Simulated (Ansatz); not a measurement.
Ansatz (an electronic-structure program) input (MP2/6-31G* with LANL2DZ past Ar): The .json file joins the Basis Set Exchange's 6-31G* for atoms up to Ar and LANL2DZ past it.

Ansatz 0.2 input:
```yaml
crystal:
  periodic: [false, false, false]
  atoms:
    - {symbol: La, position_ang: [-0.00000000, -0.00000000, -0.23655829]}
    - {symbol: O, position_ang: [0.00000000, 0.00000000, 1.68547780]}
basis:
  gaussian:
    orbitals: 6-31Gs+LANL2DZ.json
magnetization: {spin_polarized: true, initial_magnetization: 1}
correlation: {method: mp2, electrons: outside_noble_gas}
relax: {f_tol: 0.003, max_steps: 120}
```

From the last part of the output:

```
densities: 0.06 GiB planned
second order -7.14825137 eV of doubles, -0.00000000 eV of singles
the calculation of the forces begins
relax step   5: F+E_penalty+E_count = -2882.49252685 eV  Δ(F+E_penalty+E_count) = -2.453e-6 eV  max|allowed force component| = 2.066e-3 eV/Å  Δτ_max = 0.0002 Å  (62 SCF iters, accepted)
these checks for a lower state are left out or cut short: cluster_reference
integrals: 0.01 GiB planned
426 factors; integrals over basis functions are off by at most 2.8e-4 eV
mean field: 0.07 GiB planned
mean field evaluation 320: about -2875.3443 eV, gradient 1.5e-6 eV
mean field evaluation 352: about -2873.4249 eV, gradient 2.2e-6 eV
mean field evaluation 384: about -2875.2534 eV, gradient 1.8e0 eV
mean field evaluation 416: about -2873.6587 eV, gradient 5.5e0 eV
mean field evaluation 448: about -2868.4479 eV, gradient 2.6e1 eV
mean field evaluation 480: about -2875.3358 eV, gradient 5.7e-1 eV
mean field evaluation 512: about -2873.6106 eV, gradient 4.7e-1 eV
mean field evaluation 544: about -2874.4783 eV, gradient 1.2e0 eV
mean field evaluation 576: about -2871.2363 eV, gradient 2.0e1 eV
mean field evaluation 608: about -2873.8486 eV, gradient 8.0e-2 eV
mean field evaluation 640: about -2873.8558 eV, gradient 1.7e-6 eV
mean field -2875.34427548 eV, -105.6669531456 hartree, gradient 3.1e-6 eV, S^2 0.761786; 23 other end points of the search recorded, 0 dependent functions left out
5 core orbitals not correlated, not the lowest: weight in the atoms' cores, before any rotation towards them, 0.517 or more for the frozen orbitals, at most 0.464 for the correlated occupied ones
reference -2875.34427548 eV, -105.6669531456 hartree; 5, 4 occupied and 27, 28 virtual orbitals, 426 factors
densities: 0.06 GiB planned
second order -7.14825137 eV of doubles, -0.00000000 eV of singles
the calculation of the forces begins
Total energy: -2882.49252685 eV, -105.9296465381 hartree
Atom 0 at    -0.000000    -0.000000    -0.274933 Å, force    -0.000000    -0.000000     0.002066 eV/Å
Atom 1 at     0.000000     0.000000     1.723853 Å, force     0.000000     0.000000    -0.002066 eV/Å
Dipole moment:     0.000000     0.000000    -0.729587 e Å
Checks for a lower state left out: cluster_reference
```
